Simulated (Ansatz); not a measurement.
H$_{5}$InS, SMILES `[SH2+][InH3-]`, relaxed with RKS PBE0-D4/def2-TZVP in the Gaussian-basis code of Ansatz from a PBE-D4/def2-SVP geometry. The force threshold is 0.005 eV/Å; the program also tests the step.

Total charge 0; spin multiplicity 1. In takes the def2 core potential.

Start:

```xyz
7

S    -1.117   -1.291    0.207
In    0.704    0.833   -0.602
H    -1.721   -0.528    1.160
H    -0.241   -1.812    1.111
H     0.420    0.662   -2.316
H    -0.144    2.067    0.307
H     2.098    0.069    0.133
```

```tsv
step	energy (eV)	largest force (eV/Å)	largest move (Å)
1	-16086.3974	0.508	0.000
2	-16086.4078	0.215	0.067
3	-16086.4154	0.047	0.035
4	-16086.4154	0.028	0.025
5	-16086.4157	0.005	0.017
6	-16086.4158	0.001	0.016
7	-16086.4158	0.004	0.006
8	-16086.4160	0.022	0.044
9	-16086.4161	0.055	0.028
10	-16086.4163	0.062	0.017
11	-16086.4167	0.116	0.063
13	-16086.4169	0.215	0.063
15 (rejected)	-16086.4187	0.253	0.072
17	-16086.4216	0.175	0.098
19 (rejected)	-16086.4194	0.328	0.102
21 (rejected)	-16086.4237	0.051	0.053
23	-16086.4250	0.055	0.049
25	-16086.4256	0.076	0.008
27	-16086.4260	0.024	0.041
29	-16086.4262	0.025	0.032
31	-16086.4262	0.014	0.011
33	-16086.4263	0.004	0.004
```

End:

```xyz
7

S    -0.775   -1.440    0.328
In    0.757    0.791   -0.564
H    -1.939   -0.774    0.405
H    -0.515   -1.260    1.633
H     0.078    0.779   -2.154
H     0.115    1.880    0.620
H     2.278    0.024   -0.267
```

Run time 19 s (4 threads of an AMD EPYC 9R45 on a shared host); peak host memory 0.25 GiB.
